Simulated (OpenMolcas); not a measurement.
## Mo4+ in a point-charge field

Mo4+ among 2 point charges of -2 e arranged as a linear pair (D∞h), 2.09 Å from the ion.
```
   0.0000    0.0000    2.0900  -2.00
   0.0000    0.0000   -2.0900  -2.00
```

```json
{"Program": "OpenMolcas 26.06", "Method": "CASSCF", "Basis": "ANO-RCC-VDZP [6s5p3d1f]", "Scalar Hamiltonian": "DKH2, point nucleus", "Active space": "2 electrons in 5 orbitals (4d)", "State averaging": "2S+1 = 3 even, 10 roots; 2S+1 = 1 even, 15 roots", "Spin-orbit coupling": "RASSI with atomic mean-field integrals over the reference wave functions"}
```

The lowest spin-free states (labels by Λ), above the lowest:

```tsv
State	Degeneracy	E (cm-1)	Free-ion L (%)
3Σ	1	0.0	P (55)
3Φ	2	3960	F (100)
3Π	2	7429	F (83)
1Γ	2	8039	G (100)
1Σ	1	9018	D (84)
3Δ	2	10773	F (100)
1Π	2	15645	D (92)
3Σ	1	20624	F (55)
1Φ	2	20982	G (100)
1Δ	2	24198	D (86)
1Δ	2	32304	G (86)
3Π	2	32692	P (83)
1Π	2	39491	G (92)
1Σ	1	40612	G (90)
1Σ	1	58150	S (82)
```

The lowest levels with spin-orbit coupling:

| E (cm-1) | Degeneracy | 2S+1 | g |
| --- | --- | --- | --- |
| 0.0 | 1 | 3 |  |
| 426.9 | 2 | 3 | 0.00 0.00 3.98 |
| 2965 | 2 | 3 | 0.00 0.00 2.02 |
| 4394 | 2 | 3 | 0.00 0.00 6.02 |
| 5575 | 2 | 3 | 0.00 0.00 9.83 |
| 7396 | 2 | 3 | 0.00 0.00 1.79 |
| 7528 | 1 | 3 |  |
| 7558 | 1 | 3 |  |
| 8097 | 2 | 3 | 0.00 0.00 5.85 |
| 8842 | 2 | 1 | 0.00 0.00 8.17 |
| 9942 | 1 | 1 |  |
| 10691 | 2 | 3 | 0.00 0.00 0.26 |
| 11578 | 2 | 3 | 0.00 0.00 4.13 |
| 12201 | 2 | 3 | 0.00 0.00 7.97 |
| 16345 | 2 | 1 | 0.00 0.00 2.02 |
| 21091 | 1 | 3 |  |
| 21248 | 2 | 3 | 0.00 0.00 3.94 |
| 21589 | 2 | 1 | 0.00 0.00 6.02 |
| 24700 | 2 | 1 | 0.00 0.00 4.03 |
| 32436 | 2 | 1 (77 %) | 0.00 0.00 4.45 |

Powder χT (cm3 K/mol): 0.00424 at 2 K, 0.0212 at 10 K, 0.106 at 50 K, 0.213 at 100 K, 0.416 at 200 K, 0.555 at 300 K. The effective moment at 300 K is 2.828 √(χT) = 2.11 μB.

The lowest level has 2S+1 = 3, for which the spin-only value is χT = S(S+1) / 2 = 1.000 cm3 K/mol (g = 2). The computed 0.555 at 300 K differs by -0.445, through orbital momentum, spin-orbit coupling and any other state in reach.

Without dynamic correlation the repulsion within the d shell is too large (B by tens of per cent), so at a given field states of lower spin stand too high. Point charges carry no covalency, so the field is a model and not that of real ligands. No measured value stands beside these numbers.

With an even number of electrons the g values are those of a degenerate or nearly degenerate non-Kramers pair.
